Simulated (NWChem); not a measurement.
# C3H4Cl2Si; SMILES C#C[Si](C)(Cl)Cl

```xyz
10

C      0.5354     2.9391     0.0000
C      0.2329     1.7607     0.0000
Si    -0.2670     0.0066     0.0000
C     -2.1076    -0.1967     0.0000
Cl     0.5417    -0.8936    -1.6702
Cl     0.5417    -0.8936     1.6702
H      0.8090     3.9798     0.0000
H     -2.5391     0.2774     0.8947
H     -2.3751    -1.2637     0.0000
H     -2.5391     0.2774    -0.8947
```
Atoms are numbered in this order, from 1.

All runs: NWChem. Medium grid unless said otherwise, to which SCAN and Minnesota functionals are sensitive. Coordinates come from a PBE0/def2-SVP optimisation.

Q: Order these by “highest occupied level (eV)”, lowest first: r2SCAN/def2-SVP; CAM-B3LYP/def2-SVP; B3LYP/def2-SVP; BLYP/def2-SVP.

A: CAM-B3LYP/def2-SVP (-9.79), B3LYP/def2-SVP (-8.16), r2SCAN/def2-SVP (-7.54), BLYP/def2-SVP (-6.91)
